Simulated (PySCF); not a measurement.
PySCF 2.14 output of an unrestricted r2SCAN calculation on a single atom or ion in x2c-SVPall (5s3p2d, 24 functions), with the spin-free X2C one-electron Hamiltonian (Gaussian nucleus):

```
SCF conv_tol = 1e-09
number electrons alpha = 10  beta = 10
    J. W. Furness, A. D. Kaplan, J. Ning, J. P. Perdew, and J. Sun.,  J. Phys. Chem. Lett. 11, 8208-8215 (2020)
    J. W. Furness, A. D. Kaplan, J. Ning, J. P. Perdew, and J. Sun.,  J. Phys. Chem. Lett. 11, 9248-9248 (2020)
    J. W. Furness, A. D. Kaplan, J. Ning, J. P. Perdew, and J. Sun.,  J. Phys. Chem. Lett. 11, 8208-8215 (2020)
    J. W. Furness, A. D. Kaplan, J. Ning, J. P. Perdew, and J. Sun.,  J. Phys. Chem. Lett. 11, 9248-9248 (2020)
cycle= 1 E= -680.295488399171  delta_E= -0.000809  |g|= 0.00226  |ddm|= 0.262
cycle= 2 E= -680.295494555714  delta_E= -6.16e-06  |g|= 0.000206  |ddm|= 0.0141
cycle= 3 E= -680.295494668472  delta_E= -1.13e-07  |g|= 4.41e-05  |ddm|= 0.00345
cycle= 4 E= -680.295494670815  delta_E= -2.34e-09  |g|= 6.68e-07  |ddm|= 0.000332
cycle= 5 E= -680.295494670816  delta_E= -9.09e-13  |g|= 3.57e-10  |ddm|= 6.52e-06
converged SCF energy = -680.295494670816  <S^2> = 7.1054274e-15  2S+1 = 1
```

The run itself started from symmetry-adapted Hartree-Fock orbitals and held the occupation by maximum overlap, on a logarithmic radial grid, so the iterations belong to that start.

Task: Which element, charge and spin multiplicity is this?

Result: Ca (calcium, neutral), multiplicity 1; the state was [Ar] 4s2, closed-shell 1S.
